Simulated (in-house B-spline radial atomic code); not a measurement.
How numerical settings move a run on P7+, [He] 2s2 2p4. Computed with an all-electron radial atomic-structure program (B-spline basis): scalar-relativistic (X2C) BP86, spin-polarised, spherical fractional occupations, Fermi nucleus of rms radius 3.1889 fm.

Command:
```bash
python run_scf.py task.json out
```
Settings of the sound reference run:
```
Z                15
electrons        8
configuration    [He] 2s2 2p4
hamiltonian      x2c
method           b88,p86
spin_polarised   True
nucleus          fermi
rms_radius       3.1889
mass_number      31
atomic_mass      30.97376
speed_of_light   137.036
knot_spacing     0.22
spline_order     8
gauss_points     12
box_radius       7.79
max_iterations   70
damping          0.5
damped_steps     3
diis_vectors     10
tolerance        1e-08
start            Thomas-Fermi
```

Cost of the run: 0.21 s on 1 thread of Arm Neoverse V1, on a shared host.

It converges in 8 iterations to -317.775827 hartree, with 2p down at -286.596 eV. The other runs change the listed settings, some to values that make no sense; their results aren't properties of the atom or ion. Radii are in bohr (the nuclear one in fm), a minus after a letter asks for a j subshell, and «unchanged» means within 1e-8 hartree. The run stops when the residual is below 10 × tolerance × max(1, Z/10), or a noise floor if that is larger, and the energy moves by less than 1e-8 × √|E| hartree; so very loose and very tight tolerances often act alike.

```tsv
changed settings	outcome
damping = 0	converged in 7 iterations, energy unchanged, 2p down level -1.6e-06 eV
first_knot = 0.02, max_iterations = 5, damping = 0.2	not converged after 5 iterations, last residual 1.6e-05, last energy +2.26e-03 hartree from the reference
damping = 0.95	converged in 9 iterations, energy unchanged, 2p down level +6.9e-07 eV
damping = 0.8	converged in 9 iterations, energy unchanged, 2p down level +8.6e-07 eV
first_knot = 6.67e-06, max_iterations = 100, damped_steps = 8	converged in 12 iterations, energy +3.77e-07 hartree from the reference, 2p down level +1.5e-05 eV
damping = 0.2	converged in 7 iterations, energy unchanged, 2p down level +4.0e-06 eV
diis_vectors = 2	converged in 9 iterations, energy unchanged, 2p down level +2.1e-06 eV
start = bare nucleus	converged in 8 iterations, energy unchanged, 2p down level +8.4e-07 eV
first_knot = 6.67e-06, max_iterations = 75, damped_steps = 0	converged in 6 iterations, energy +3.77e-07 hartree from the reference, 2p down level +4.2e-06 eV
electrons = 11, configuration = [He] 2s2 2p4 3s3, max_iterations = 60	stopped with error: shell 3s holds at most 1 electrons (per spin)
```

Task: What happens with max_iterations = 8, damping = 0.8, damped_steps = 0, tolerance = 1e-05?

Result: Converged in 6 iterations, energy unchanged, 2p down level -8.3e-06 eV.

Task: What happens with diis_vectors = 20?

Result: Converged in 8 iterations, energy unchanged.

Task: What happens with diis_vectors = 0?

Result: Converged in 19 iterations, energy unchanged, 2p down level +1.6e-06 eV.

Task: What happens with diis_vectors = 1?

Result: Converged in 13 iterations, energy unchanged, 2p down level -4.8e-06 eV.
